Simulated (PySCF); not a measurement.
# How methods differ on the ionisation energy of La

La [Xe] 5d1 6s2 [5d3/2^1, M_J = 3/2] → La⁺ [Xe] 5d2 [5d3/2^2, M_J = 2], as a difference of total energies. All numbers are calculated (PySCF 2.14, the two-component X2C-1e Hamiltonian, in x2c-TZVPall-2c). Correlated levels: [Ar] 3d10 frozen; the 18 highest virtual spinors dropped. "Screened" scales the spin-orbit matrix elements by Boettger's factors to mimic the two-electron term; Breit and QED terms are absent.

```tsv
method	ionisation energy (eV)	error (eV)
GHF (screened spin-orbit)	4.726	-0.851
GMP2 (screened spin-orbit)	5.623	+0.046
```

Reference: 5.577 eV (measured; NIST Atomic Spectra Database, ionization energies).

Errors of the correlated levels include the incompleteness of this basis and the frozen core.

The labels give the starting determinants; with spin-orbit coupling the two ends relaxed to ⟨J²⟩ = 3.78, ⟨L²⟩ = 7.88, ⟨S²⟩ = 1.77 and ⟨J²⟩ = 6.40, ⟨L²⟩ = 10.81, ⟨S²⟩ = 1.74.

The determinant of La⁺ mixes levels of different J (the jj label is only the starting occupation), so the difference between spin-free and spin-orbit rows is not the physical spin-orbit shift.
